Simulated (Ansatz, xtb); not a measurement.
**Relative energy of two isomers of C5H5F3S**

Structure I is `FC(F)(F)C1=CSCC1`, a singlet and structure II is `F[C@@H]1CC(F)(F)CC1=S`, a singlet. Both are isolated molecules in the gas phase, relaxed with PBE0-D3(BJ)/def2-SVP; the shapes shown needn't be the lowest conformers.

I (Å):

```
atom    x (Å)    y (Å)    z (Å)
   C  -1.8210   0.4908  -1.5518
   C  -2.2145   0.1167  -0.1675
   C  -3.4650   0.2080   0.3074
   C  -1.8442  -0.3990   2.1692
   C  -1.2331  -0.5269   0.7741
   F  -0.8524   1.4190  -1.5545
   F  -1.3326  -0.5663  -2.2194
   F  -2.8437   0.9764  -2.2578
   S  -3.6675  -0.3375   1.9522
   H  -4.3293   0.5660  -0.2543
   H  -1.5895  -1.2338   2.8354
   H  -1.5403   0.5425   2.6523
   H  -0.2397  -0.0543   0.7339
   H  -1.1005  -1.5863   0.4872
```

II (Å):

```xyz
14

C    -0.1423   -0.7576   -0.6996
C    -1.0954    0.2509   -1.3266
C    -2.4471   -0.2682   -0.8749
C    -2.2420   -0.7893    0.5434
C    -0.7604   -1.0438    0.6577
F     1.1404   -0.3282   -0.6326
F    -2.8220   -1.2957   -1.6874
F    -3.4185    0.6629   -0.9490
S     0.0614   -1.4709    1.9757
H    -0.1702   -1.7029   -1.2773
H    -1.0278    0.3262   -2.4193
H    -0.9192    1.2407   -0.8781
H    -2.5466   -0.0256    1.2756
H    -2.8446   -1.6894    0.7352
```

Quicker runs give these differences E(II) − E(I): GFN2-xTB +8.5 kJ/mol; HF/STO-3G +60.3 kJ/mol (at GFN2-xTB geometries); r2SCAN-D4/def2-SVP +47.2 kJ/mol (at GFN2-xTB geometries).

Q: Estimate E(II) − E(I) at the level CCSD(T)/def2-SVP + ΔMP2/def2-TZVPP.

A: Calculated at CCSD(T)/def2-SVP + ΔMP2/def2-TZVPP: E(II) − E(I) = +41.8 kJ/mol, so structure I lies lower.

The same difference at several levels:

```
                             level              geometry  E(II) − E(I) (kJ/mol)  departure from the last row (kJ/mol)  job, with rough time for the two
                          GFN2-xTB              GFN2-xTB                    +8.5                                 −33.3              optimisation, 0.19 s
                         HF/STO-3G              GFN2-xTB                   +60.3                                 +18.5               single point, 0.5 s
                r2SCAN-D4/def2-SVP              GFN2-xTB                   +47.2                                  +5.4                 single point, 5 s
              PBE0-D3(BJ)/def2-SVP  PBE0-D3(BJ)/def2-SVP                   +44.1                                  +2.3                optimisation, 51 s
                       HF/def2-SVP  PBE0-D3(BJ)/def2-SVP                   +39.4                                  −2.4           part of the CCSD(T) run
                      MP2/def2-SVP  PBE0-D3(BJ)/def2-SVP                   +42.9                                  +1.1           part of the CCSD(T) run
                  CCSD(T)/def2-SVP  PBE0-D3(BJ)/def2-SVP                   +38.7                                  −3.1                      single point
CCSD(T)/def2-SVP + ΔMP2/def2-TZVPP  PBE0-D3(BJ)/def2-SVP                   +41.8                                                   single point, 2.8 min
```

As drawn, II has 2 C–C, 1 C=S in place of 1 C=C, 2 C–S.

The levels shown agree on the order. The largest departure from CCSD(T)/def2-SVP + ΔMP2/def2-TZVPP is that of GFN2-xTB, 33.3 kJ/mol. The last row adds to CCSD(T) the change of the MP2 difference between the two basis sets, here +3.1 kJ/mol.

With thermal terms from frequencies at re-optimised GFN2-xTB minima (ideal gas, soft modes damped towards free rotors, one conformer each, 298.15 K, 1 atm): the zero-point term adds +1.2 kJ/mol; ΔH is +42.0 and ΔG +44.6 kJ/mol.

The correlated steps freeze 13 core orbitals. Mirror images aren't counted in ΔG. Run with Ansatz 0.2.0, xtb 6.7.1; the last row on 4 threads of Arm Neoverse V1 on a shared host.
